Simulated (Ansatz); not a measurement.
FH$_{7}$N$_{2}$OSSi$_{2}$, SMILES `N[Si@H](F)S[Si@@H](N)O` at its PBE0-D4/def2-TZVP geometry, where that method's forces vanish. Total charge 0; spin multiplicity 1.

```xyz
14

N    -0.2660    0.2994    2.9239
Si    0.3271    0.4782    1.3492
O     1.0310   -0.8978    0.8498
S    -1.3095    0.9460   -0.0262
Si   -0.4473    0.4616   -1.8736
N     0.1133   -1.1741   -1.8465
F     0.8763    1.2919   -2.2035
H    -0.2833    1.0748    3.5636
H    -0.8938   -0.4400    3.1906
H     1.2282    1.6509    1.3648
H     0.8887   -1.1285   -0.0891
H    -1.4282    0.7878   -2.9320
H    -0.5772   -1.8937   -1.6835
H     0.7408   -1.4565   -2.5874
```

(1) What forces (eV/Å) does r2SCAN-D4/def2-TZVPP give on these atoms in Ansatz 0.2.0? (Best estimate.)

## Answers

(1) The calculation gave: 
```
N1   0.062 -0.004  0.003
Si2  0.027  0.072  0.000
O3   0.037 -0.048  0.026
S4  -0.078  0.028 -0.008
Si5 -0.072  0.018 -0.042
N6   0.013  0.018  0.017
F7   0.054  0.019 -0.007
H8  -0.029 -0.003  0.027
H9  -0.027  0.004  0.022
H10 -0.011 -0.020  0.012
H11 -0.005 -0.013 -0.034
H12  0.021 -0.006  0.017
H13  0.007 -0.035 -0.008
H14  0.000 -0.029 -0.025
```
